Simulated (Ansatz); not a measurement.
Total energies of Ga(IMe)F3 (C5H8F3GaN2) from Ansatz at PBE-D4/def2-TZVP, gas phase (1 Eh = 27.2114 eV = 2625.5 kJ/mol). The reference geometry is relaxed at PBE-D4/def2-SVP.

```xyz
19

Ga   -0.902   -1.835   -0.961
C    -0.086   -0.178   -0.101
N    -0.601    1.078   -0.092
C    -1.854    1.449   -0.748
C     0.223    1.931    0.621
C     1.284    1.177    1.063
N     1.072   -0.112    0.606
C     1.950   -1.258    0.839
H    -2.664    1.546    0.002
H    -1.723    2.412   -1.276
H    -2.104    0.651   -1.478
H     0.000    2.995    0.747
H     2.165    1.455    1.650
H     1.691   -2.042    0.099
H     3.003   -0.948    0.703
H     1.809   -1.645    1.868
F     0.527   -2.843   -1.396
F    -1.827   -1.182   -2.364
F    -1.962   -2.652    0.217
```

| state | geometry | energy (Eh) |
| --- | --- | --- |
| charge 0 singlet | reference | -2528.70333 |
| charge 1 doublet | reference | -2528.34613 |
| free Ga atom (doublet) | – | -1924.51515 |
| free C atom (triplet) | – | -37.79597 |
| free N atom (quartet) | – | -54.53214 |
| free H atom (doublet) | – | -0.49962 |
| free F atom (doublet) | – | -99.66912 |

Q: Work out the vertical ionisation energy to the doublet.

A: E(charge 1 doublet) − E(charge 0 singlet) = -2528.34613 − (-2528.70333) = 0.35720 Eh = 9.72 eV. For comparison, −ε of the highest occupied level is 7.10 eV at this level, 2.62 eV less.

Q: What is the binding energy per atom against free atoms?

A: Atoms: 1 × (-1924.51515) + 5 × (-37.79597) + 2 × (-54.53214) + 8 × (-0.49962) + 3 × (-99.66912) = -2525.56360 Eh. Binding: -2525.56360 − (-2528.70333) = 3.13973 Eh = 85.44 eV, or 4.50 eV for each of 19 atoms (no zero-point energy, no counterpoise term).

At PBE-D4/def2-TZVP the gap within one spin of the charge 1 doublet nearly closes, so an electron or hole may be smeared out by delocalisation error.
